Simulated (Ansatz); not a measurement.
Cost and result for the atomization energy of C2H10N2Si (`NCC[SiH2]N`) (15 atoms, 14 bonds).

Cartesian coordinates in Å:
```
N 0.229 2.131 1.394
C 0.337 1.158 0.315
C -0.714 0.072 0.452
Si -0.738 -1.167 -0.958
N 0.696 -2.085 -1.201
H 0.952 2.836 1.316
H 0.360 1.672 2.288
H 0.185 1.694 -0.629
H 1.332 0.688 0.248
H -0.564 -0.477 1.391
H -1.707 0.533 0.522
H -0.985 -0.424 -2.225
H -1.844 -2.130 -0.700
H 1.502 -1.681 -1.647
H 0.959 -2.822 -0.567
```

Charge 0, multiplicity 1. All single points use the PBE0-D4/def2-TZVP geometry. It is one conformer, not always the lowest. Program: Ansatz. All runs use 4 threads of an Arm Neoverse V1 on a shared host. Times are those of one run each, without the atoms' runs, and a repeat can differ threefold. Electronic energies, without spin–orbit coupling; frozen cores. CCSD(T)/CBS adds CCSD(T) − MP2 in def2-TZVPP to the MP2 limit, and its time is that of the two runs behind it. T1 = 0.009. B3LYP takes the VWN-RPA correlation (the form of Gaussian; ORCA's B3LYP/G).

CCSD(T)/CBS is a level of theory with its own doubt, some kJ/mol a heavy atom from the limit and from the frozen cores, so smaller differences don't rank the functionals.

```json
{"level": "PBE-D4/def2-TZVPP (with forces)", "functions": "306", "wall time": "3.4 s"}
{"level": "PBE0-D4/def2-TZVPP", "functions": "306", "wall time": "4 s"}
{"level": "r2SCAN-D4/def2-TZVPP (with forces)", "functions": "306", "wall time": "6.5 s"}
{"level": "B3LYP-D4/def2-TZVPP (with forces)", "functions": "306", "wall time": "7 s"}
{"level": "B2PLYP/def2-TZVPP", "functions": "306", "wall time": "8 s"}
{"level": "ωB97X-V/def2-TZVPP", "functions": "306", "wall time": "11 s"}
{"level": "ωB97M-V/def2-TZVPP (with forces)", "functions": "306", "wall time": "16 s"}
{"level": "MP2/def2-QZVPP", "functions": "598", "wall time": "42 s"}
{"level": "CCSD(T)/def2-TZVPP", "functions": "306", "wall time": "18 min"}
{"level": "CCSD(T)/CBS(def2)", "functions": "–", "wall time": "19 min"}
```

Q: What atomization energy does each give, and how far from CCSD(T)/CBS? (Estimate.)

A: The calculation gave: 
```csv
level,atomization (kcal/mol),difference from CCSD(T)/CBS,per bond
PBE-D4/def2-TZVPP (with forces),1299.1,16.8,1.2
PBE0-D4/def2-TZVPP,1280.8,-1.5,-0.1
r2SCAN-D4/def2-TZVPP (with forces),1276.5,-5.8,-0.4
B3LYP-D4/def2-TZVPP (with forces),1285.7,3.4,0.2
B2PLYP/def2-TZVPP,1268.3,-14.0,-1.0
ωB97X-V/def2-TZVPP,1287.6,5.3,0.4
ωB97M-V/def2-TZVPP (with forces),1287.0,4.7,0.3
MP2/def2-QZVPP,1275.5,-6.8,-0.5
CCSD(T)/def2-TZVPP,1246.5,-35.8,-2.6
CCSD(T)/CBS(def2),1282.3,0.0,0.0
```

The D4 term adds +10.6 kcal/mol with B3LYP and +5.6 kcal/mol with PBE0; it sums over pairs of atoms, weighted by their polarisabilities, and B3LYP, whose exchange is more repulsive, gets the larger term. From PBE to PBE0 (25 % exact exchange), in def2-TZVPP and without D4, the atomization energy moves by −17.3 kcal/mol: exact exchange takes away binding that semilocal exchange gives to molecules. In def2-TZVPP, CCSD(T) changes the Hartree–Fock value by +326.3 kcal/mol (the triples alone add +15.9 kcal/mol) and MP2 by +334.0 kcal/mol; breaking electron pairs costs correlation energy, which Hartree–Fock lacks.
